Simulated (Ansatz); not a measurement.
C₂H₈OSi₂ (`O[Si]1([SiH3])CC1`), relaxed with RKS PBE-D4/def2-SVP in Ansatz 0.2.0 from a rough embedded geometry. The force threshold is 0.03 eV/Å; the program also tests the step.

Charge 0, multiplicity 1.

Start:

```xyz
13

O    -0.696    0.147    2.003
Si   -0.106    0.094    0.539
Si    1.621    1.401   -0.003
C    -0.360   -1.476   -0.427
C    -1.287   -0.441   -0.782
H    -1.490   -0.461    2.247
H     1.996    1.225   -1.479
H     2.796    1.146    0.763
H     1.275    2.907    0.136
H    -0.705   -2.299    0.229
H     0.462   -1.755   -1.038
H    -2.333   -0.494   -0.487
H    -1.175    0.007   -1.700
```

By how much does the energy fall, and how many steps does the optimiser take? (Best estimate.)

Computed: 0.89 eV, in 5 steps, 1 of them rejected.

Which bonds change most? (Estimate.)

Computed: C4–C5 from 1.434 to 1.562 Å; O1–Si2 from 1.579 to 1.687 Å; Si2–Si3 from 2.232 to 2.320 Å; Si3–H8 from 1.426 to 1.505 Å.

Give the relaxed structure. (Best estimate.)

The calculation gave: 
```xyz
13

O    -0.617    0.270    2.117
Si   -0.135    0.073    0.513
Si    1.643    1.479    0.020
C    -0.331   -1.547   -0.405
C    -1.335   -0.430   -0.832
H    -1.365   -0.283    2.403
H     1.989    1.244   -1.427
H     2.850    1.174    0.865
H     1.277    2.926    0.206
H    -0.766   -2.416    0.121
H     0.416   -1.861   -1.156
H    -2.395   -0.606   -0.572
H    -1.231   -0.023   -1.854
```
